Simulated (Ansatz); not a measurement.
TiB₇⁻, relaxed as a singlet with RKS PBE-D4/def2-SVPD in Ansatz, starting from packed atoms. Force threshold 0.02 eV/Å.

The restricted singlet is unstable towards broken spin symmetry in Hartree–Fock (as tested in another run); at PBE-D4/def2-SVPD this wasn't settled. The highest occupied level of the charge -1 singlet lies above zero (up to 0.20 eV). The electron is either unbound and held by the finite basis, or the level is raised by self-interaction error. Another isomer (singlet) lies 0.86 eV lower at PBE0-D4/def2-TZVPD; other spin states weren't run for this one.

Start:

Cartesian coordinates in Å:
```
Ti -2.846 -1.030 0.279
B -1.565 0.716 -1.287
B -0.729 -0.099 -0.117
B 0.399 0.877 -0.912
B 2.333 0.052 0.980
B 0.825 -0.374 0.419
B 2.078 1.049 -0.384
B -0.497 -1.190 1.022
```

Problem. Estimate the energy that the relaxation releases and the steps that it takes.

Solution. 5.27 eV, in 21 steps; 38 s on 4 threads of Arm Neoverse V2 on a shared host. No frequencies were taken in this run, so the end may be a saddle point.

Problem. Does the start keep its bonding?

Solution. Bonds lost: B4–B6 (atoms count from 1). Bonds formed: B3–B5, B3–B7 (atoms count from 1).

Problem. Predict the relaxed structure.

Solution. 
Cartesian coordinates in Å:
```
Ti -2.2787 -0.8229 -0.0216
B -1.2708 0.5203 -1.1066
B 0.0117 0.0047 0.0005
B 0.1059 1.2277 -1.3339
B 1.7897 0.1184 0.6055
B 0.8435 -0.8853 1.3425
B 1.4636 1.0526 -0.5778
B -0.6648 -1.2155 1.0914
```
Bond lengths: 11 × B–B 1.54 to 1.88 Å; 3 × B–Ti 2.00 to 2.44 Å.
